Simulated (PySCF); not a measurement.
**Molecular orbitals of SrCa**

r²SCAN at R = 4.473 Å; basis Sr def2-SVPD with ECP28, Ca def2-SVPD; scalar-relativistic core potentials; PySCF 2.14. State: ¹Σ⁺ (singlet), closed shell. Only the outer orbitals are listed, counted within each symmetry, core potentials removing the inner ones.

| orbital | occ. | ε (eV) | on Sr (%) | main shells (%) |
| --- | --- | --- | --- | --- |
| 2π | 2 | -29.01 | 0 | 100 Ca p |
| 2π | 2 | -29.01 | 0 | 100 Ca p |
| 6σ | 2 | -28.96 | 0 | 100 Ca p |
| 3π | 2 | -23.93 | 100 | 100 Sr p |
| 3π | 2 | -23.93 | 100 | 100 Sr p |
| 7σ | 2 | -23.87 | 100 | 100 Sr p |
| 8σ | 2 | -4.30 | 44 | 52 Ca s, 40 Sr s |
| 9σ | 2 | -3.24 | 56 | 52 Sr s, 38 Ca s |
| 10σ | 0 | -1.85 | 47 | 30 Ca p, 27 Sr p, 18 Ca d |
| 4π | 0 | -1.83 | 45 | 33 Ca p, 25 Sr p, 22 Ca d |
| 4π | 0 | -1.83 | 45 | 33 Ca p, 25 Sr p, 22 Ca d |

Which are the highest filled and the lowest empty level, where do they sit, and how wide is the gap?

Highest filled 9σ at -3.24 eV (in %: 52 Sr s, 38 Ca s); lowest empty 10σ at -1.85 eV (in %: 30 Ca p, 27 Sr p, 18 Ca d); the gap at r²SCAN is 1.39 eV.

```
bond order (Mayer)                               : 0.58
⟨S²⟩                                             : 0.000
charge on Sr (Mulliken, basis-dependent)         : 0.00
charge on Sr (Löwdin, basis-dependent)           : -0.07
dipole moment (positive dipole means Sr(−)Ca(+)) : -0.40 D
```

Closed-shell solutions of metal pairs were not tested for spin polarisation, which can lower them a little.
